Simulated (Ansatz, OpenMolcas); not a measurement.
**Worked example: the enthalpy of formation of GaF (SMILES [F][Ga])**

The species is GaF (2 atoms), meant as a singlet with charge 0. As SMILES, `[F][Ga]`. Geometry: relaxed at PBE0-D4/def2-TZVP.

```xyz
2

F     0.0000    0.0000    0.0063
Ga    0.0000    0.0000    1.7929
```

Total energies at revPBE/def2-TZVPPD (OpenMolcas 26.06); the atoms run unrestricted:

| species | state | energy (Eh) |
| --- | --- | --- |
| GaF | singlet | -2024.628867 |
| F | doublet | -99.736403 |
| Ga | doublet | -1924.670775 |

Harmonic wavenumbers at PBE0-D4/def2-TZVP, in cm⁻¹: 618.

Measured heats of formation of the gaseous atoms at 298.15 K, in kJ/mol: F 79.4, Ga 272.0. Spin-orbit lowering of the atoms at 298 K (mean of the ground term's levels less their thermal mean, from spectra), in kJ/mol: F 1.29, Ga 6.24. Take 1 Eh = 2625.50 kJ/mol, 1 cm⁻¹ = 0.0119627 kJ/mol, RT = 2.479 kJ/mol.

Problem. Work out the heat of formation of the gas at 298 K.

Solution. 
1. Electronic atomisation energy: (-99.736403) + (-1924.670775) − (-2024.628867) = 0.221689 Eh = 582.0 kJ/mol.
2. Zero-point energy: half the sum of the wavenumbers, 309 cm⁻¹ = 3.7 kJ/mol.
3. Thermal vibrational enthalpy, Σ hcν̃/(exp(hcν̃/kT) − 1): 0.4 kJ/mol. Translation, rotation and pV of a linear molecule: 3.5 RT = 8.7 kJ/mol.
4. The 2 free atoms carry 5/2 RT each: 12.4 kJ/mol.
5. Spin-orbit coupling lowers the free atoms by 1.29 + 6.24 = 7.5 kJ/mol.
6. Atomisation enthalpy at 298 K: 582.0 − 7.5 − 3.7 − 0.4 − 8.7 + 12.4 = 574.1 kJ/mol.
7. Sum of the atoms' heats of formation: 351.4 kJ/mol. Heat of formation: 351.4 − 574.1 = -222.7 kJ/mol.

No measured value is set beside it here. Relativity is left out. Anharmonicity and any spin-orbit splitting of the molecule are left out.
